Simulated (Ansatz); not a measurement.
CsF (SMILES [F][Cs]), singlet, geometry from GFN2-xTB (such geometries of metal compounds can be far from the true shape) (core potentials on Cs); B3LYP5/def2-SVPD run with Ansatz (an electronic-structure program).

Input for Ansatz:
Ansatz 0.2 input:
```yaml
crystal:
  periodic: [false, false, false]
  atoms:
    - {symbol: Cs, position_ang: [-0.00000000, -0.00000000, -0.32413647]}
    - {symbol: F, position_ang: [0.00000000, 0.00000000, 1.98083399]}
basis:
  gaussian:
    orbitals: def2-SVPD
hamiltonian:
  xc: b3lyp5
```

Output, abridged:

```
Functional definition: B3LYP5
468 factors; their error is unknown
mean field evaluation 1: about -3258.3980 eV, gradient 5.1e1 eV
mean field evaluation 2: about -2934.1741 eV, gradient 1.7e2 eV
mean field evaluation 4: about -3262.4867 eV, gradient 1.9e1 eV
mean field evaluation 8: about -3263.1285 eV, gradient 2.3e-3 eV
mean field -3263.14597772 eV, -119.9184028414 hartree, gradient 3.8e-5 eV, S^2 0.000000; 0 other end points of the search recorded, 0 dependent functions left out
reference -3263.14619097 eV, -119.9184106780 hartree; 9, 9 occupied and 41, 41 virtual orbitals, 468 factors
Total energy: -3263.14619097 eV, -119.9184106780 hartree
```
